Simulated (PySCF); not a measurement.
**Electron correlation in Ti (titanium, neutral)**

Starting occupation: [Ar] 3d2 4s1 4p1, 3d5/2 with m_j = +3/2, +5/2, 4s1/2 with m_j = +1/2, 4p3/2 with m_j = +3/2. Computed with PySCF 2.14 in x2c-TZVPall-2c, with X2C-1e with screened-nucleus spin-orbit coupling, Gaussian nucleus. Frozen: [Ne]; 12 electrons correlated; the 6 highest virtual spinors left out.

MP2 pair energies summed by pair of shells (mhartree):

```json
{"pair": "3p-3p", "energy": "-116.24", "share (%)": "49.4"}
{"pair": "3d-3p", "energy": "-51.83", "share (%)": "22.0"}
{"pair": "3p-3s", "energy": "-22.64", "share (%)": "9.6"}
{"pair": "3p-4s", "energy": "-10.21", "share (%)": "4.3"}
{"pair": "3d-3s", "energy": "-7.84", "share (%)": "3.3"}
{"pair": "3p-4p", "energy": "-5.66", "share (%)": "2.4"}
{"pair": "3s-3s", "energy": "-5.52", "share (%)": "2.3"}
{"pair": "3d-4s", "energy": "-4.69", "share (%)": "2.0"}
{"pair": "3d-3d", "energy": "-4.29", "share (%)": "1.8"}
{"pair": "3d-4p", "energy": "-2.96", "share (%)": "1.3"}
{"pair": "4p-4s", "energy": "-2.20", "share (%)": "0.9"}
{"pair": "3s-4s", "energy": "-0.78", "share (%)": "0.3"}
{"pair": "3s-4p", "energy": "-0.33", "share (%)": "0.1"}
```

Total MP2 correlation energy: -235.20 mhartree.

The GHF reference relaxed away from the jj start to a determinant that is no pure jj level (⟨S²⟩ = 6.00, ⟨J²⟩ = 42.02); the energies belong to that determinant.

This basis was not built for core-valence correlation, so the inner-shell part is incomplete.
